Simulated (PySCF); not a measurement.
## Adding and removing an electron: TlSb

UHF-CCSD(T); PySCF, scalar-relativistic core potentials, basis sets Tl cc-pVDZ-PP with ECP60, Sb cc-pVDZ-PP with ECP28. Neutral (UHF): triplet (π ↑↑), Re = 3.058 Å, ωe = 119 cm⁻¹, De = 1.17 eV.

TlSb⁺ (UHF): quartet (σ ↑, π ↑↑), Re = 3.485 Å, ωe = 52.9 cm⁻¹. The energies at the minima are -410.97370 hartree for TlSb and -410.74930 for TlSb⁺.

Work out the adiabatic ionisation energy, without and with harmonic zero-point energies (1 hartree = 27.2114 eV, 1 eV = 8065.5 cm⁻¹), and the change of the bond length.

At UHF-CCSD(T): 0.22440 hartree = 6.106 eV between the minima; the zero-point term (52.9 − 119.0)/2 cm⁻¹ = -0.004 eV makes it 6.102 eV. Re changes by +42.7 pm against the neutral. The electron leaves a σ orbital, and the ion is left as a loose complex of an ion and an atom.

Correlated steps freeze 8 core orbitals. Correlated levels converge slowly with the basis: in double zeta they bind strong bonds too weakly, by up to about 1 eV, and carry superposition errors of some tenths. Spin–orbit coupling is left out, which matters for elements this heavy, above all for dissociation energies. States were picked by a PBE0 search and need not be the measured ground states.
